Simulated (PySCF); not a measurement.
C3H3, SMILES C#C[CH2] (connectivity only; charge and spin as stated), charge +1, multiplicity 1. Heavy atoms are numbered as in [CH:1]#[C:2][CH2:3]. Hydrogens are named by the atom that carries them.

The structure is a stationary point at PBE0-D3(BJ)/def2-TZVP. The multiplicity is an assumed one; other spin states were not compared. The isomer is the one that the SMILES or the coordinates give; other isomers of the formula were not compared.

The numbers are results of B3LYP/pcSseg-2 run with PySCF, not measurements.

GIAO shieldings, no solvent; atoms alike by connectivity are averaged. δ = σ(ref) − σ: ¹³C against TMS (σ = 181.3 ppm); ¹H against TMS (σ = 31.68 ppm), references at their B3LYP-D3(BJ)/def2-TZVP geometries, non-relativistic.

```csv
nucleus,atoms,count,δ (ppm)
¹³C,C1 (CH),1,376.2
¹³C,C3 (CH2),1,279.2
¹³C,C2,1,141.8
¹H,H on C1,1,19.29
¹H,H on C3,2,10.93
```
